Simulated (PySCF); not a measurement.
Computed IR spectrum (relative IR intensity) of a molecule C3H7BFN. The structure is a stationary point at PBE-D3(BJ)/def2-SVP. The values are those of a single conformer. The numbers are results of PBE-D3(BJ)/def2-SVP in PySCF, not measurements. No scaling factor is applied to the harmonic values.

Lines under 2 % of the strongest are left out, and lines within 2 cm⁻¹ are merged.

```csv
ν (cm⁻¹),relative intensity
262,2.6
424,2.6
449,3.6
505,3.4
533,100
651,4.7
830,2.0
836,35
863,8.4
915,24
1112,51
1236,29
1286,92
1328,45
1352,22
1380,2.7
1416,2.0
1552,94
1645,20
2967,2.9
3045,4.0
3067,15
3192,2.3
3506,16
3609,14
```

Q: Which structure fits?
A) NB1CC(F)C1
B) C=C(F)B(C)N
C) C/N=C/B(C)F
D) FB1CCCN1

A: B, C=C(F)B(C)N
